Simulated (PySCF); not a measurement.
**Magnetisability and related constants of `InChI=1S/C5H10OS/c1-7-5-3-2-4-6-5/h5H,2-4H2,1H3/t5-/m0/s1`**

Computed, not measured: PySCF 2.14.0, GIAO PBE/pcSseg-1 magnetisability, rotational g tensor and spin-rotation constants, non-relativistic, gas phase. Geometry: GFN2-xTB.

Input:
```
{"job": {"kind": "mag", "xc": "PBE", "basis": "pcSseg-1", "isotopologues": 2}, "charge": 0, "multiplicity": 1}
C      2.769667    -0.081283     0.405818
S      1.370201    -1.107291    -0.110874
C      0.197221     0.279845    -0.496025
C     -1.144432    -0.294465    -0.927716
C     -1.802961    -0.540615     0.428840
C     -1.210530     0.577943     1.296070
O     -0.043815     1.053409     0.629577
H      3.506110    -0.740443     0.852289
H      3.189878     0.421091    -0.462046
H      2.410777     0.641560     1.133096
H      0.698433     0.898461    -1.244042
H     -1.692138     0.456065    -1.500329
H     -1.033973    -1.198066    -1.521065
H     -1.502703    -1.515735     0.811404
H     -2.888276    -0.493003     0.388889
H     -0.936113     0.227098     2.295436
H     -1.894345     1.427458     1.397326
```
Coordinates are in Å.

Command: `OMP_NUM_THREADS=1 python excited_run.py task.json out`

**Question.** Show the output.

**Answer.** Atoms count from 0.
```
coarse grid: 14344 points
cycle   1  E = -669.2049797004  dE =  6.554e-01  |g| = 6.983e-01  |ddm| = 3.687e+00
cycle   2  E = -668.9610427480  dE =  2.439e-01  |g| = 1.302e+00  |ddm| = 1.985e+00
cycle   3  E = -669.3002377375  dE = -3.392e-01  |g| = 2.338e-01  |ddm| = 1.557e+00
cycle   4  E = -669.3118513761  dE = -1.161e-02  |g| = 6.351e-02  |ddm| = 3.063e-01
cycle   5  E = -669.3126661222  dE = -8.147e-04  |g| = 1.956e-02  |ddm| = 6.680e-02
cycle   6  E = -669.3127433404  dE = -7.722e-05  |g| = 8.578e-03  |ddm| = 2.966e-02
cycle   7  E = -669.3127606878  dE = -1.735e-05  |g| = 2.097e-03  |ddm| = 1.069e-02
cycle   8  E = -669.3127615893  dE = -9.015e-07  |g| = 6.152e-04  |ddm| = 2.660e-03
final grid: 132720 points
cycle   9  E = -669.3882959596  dE = -1.290e-05  |g| = 2.125e-02  |ddm| = 4.123e-02
cycle  10  E = -669.3880639858  dE =  2.320e-04  |g| = 4.039e-02  |ddm| = 4.215e-02
cycle  11  E = -669.3883859785  dE = -3.220e-04  |g| = 3.572e-03  |ddm| = 2.946e-02
cycle  12  E = -669.3883885435  dE = -2.565e-06  |g| = 5.867e-04  |ddm| = 3.637e-03
cycle  13  E = -669.3883886239  dE = -8.038e-08  |g| = 2.193e-04  |ddm| = 1.051e-03
cycle  14  E = -669.3883886357  dE = -1.185e-08  |g| = 5.843e-05  |ddm| = 3.098e-04
cycle  15  E = -669.3883886365  dE = -7.365e-10  |g| = 1.795e-05  |ddm| = 6.499e-05
converged SCF energy = -669.3883886365

Magnetisability tensor (1e-30 J/T^2)
    -1353.19       18.73        0.98
       18.73    -1340.64       10.71
        0.98       10.71    -1305.29
isotropic -1333.04   principal values   -1367.16  -1330.46  -1301.50
isotropic susceptibility -80.278 1e-6 cm^3/mol

Inertial axes            a          b          c
rot. const./GHz      4.1453     1.6210     1.4095
chi total           -81.854    -78.930    -80.049
chi diamagnetic    -407.316   -869.735   -977.386
chi paramagnetic    325.462    790.805    897.337
quadrupole/D A        5.883     -5.292     -0.591
g nuclear            0.6133     0.5970     0.5886
g electronic        -0.6338    -0.6022    -0.5942
g total             -0.0205    -0.0052    -0.0056

Spin-rotation constants (kHz, H = +C I.J)
atom  isotope        aa         bb         cc
  7     1H       -0.112     -0.177     -0.075
  8     1H       -0.340     -0.185      0.022
  9     1H       -0.278     -0.004     -0.148
 10     1H       -0.255     -0.170      0.064
 11     1H       -0.256     -0.166     -0.026
 12     1H       -0.412      0.046     -0.162
 13     1H       -0.340     -0.136     -0.011
 14     1H        0.125     -0.169     -0.162
 15     1H       -0.390     -0.110      0.035
 16     1H       -0.064     -0.083     -0.107
  0    13C*       0.631      0.234      0.209
  1    33S*       0.942      0.492      0.425
  2    13C*       1.152      0.383      0.414
  3    13C*       0.686      0.273      0.278
  4    13C*       0.736      0.244      0.232
  5    13C*       0.847      0.402      0.341
  6    17O*      -0.657     -0.134     -0.175
* in the singly substituted isotopologue

Isotopologues: g along a, b, c
2H    at 7,8,9,10,11,12    -0.0172    -0.0045    -0.0046
13C   at 0                 -0.0205    -0.0051    -0.0055
```

It took 31 s wall time on 1 thread of an Intel Xeon 6975P-C, shared host, peak memory 0.61 GiB.
